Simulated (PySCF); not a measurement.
1,1-difluoroethane (C2H4F2), SMILES FC(C)F. Atoms are numbered in the order given.

```xyz
8

C     -1.3641     0.0873     0.0000
C      0.0706    -0.3506     0.0000
F      0.7071     0.1348    -1.0922
F      0.7071     0.1348     1.0922
H     -1.4052     1.1858     0.0000
H     -1.8769    -0.2914    -0.8946
H     -1.8769    -0.2914     0.8946
H      0.1928    -1.4491     0.0000
```

The structure is a stationary point at PBE0-D3(BJ)/def2-SVP.

Computed with KT2/pcSseg-1 (PySCF).

GIAO shieldings, no solvent; atoms alike by connectivity are averaged. δ = σ(ref) − σ: ¹³C against TMS (σ = 185.1 ppm); ¹⁹F against CFCl3 (σ = 127.1 ppm); ¹H against TMS (σ = 31.47 ppm), references at their B3LYP-D3(BJ)/def2-TZVP geometries, non-relativistic.

| atoms | nucleus | count | δ (ppm) |
|---|---|---|---|
| C2 | ¹³C | 1 | 120.0 |
| C1 | ¹³C | 1 | 24.2 |
| F3, F4 | ¹⁹F | 2 | ? |
| H8 | ¹H | 1 | ? |
| H5, H6, H7 | ¹H | 3 | 1.64 |

Fill in the missing entries. (Estimate from the structure and the level; the computed values follow.)


- H8, δ (ppm): 6.31
- F3, F4, δ (ppm): -156.5
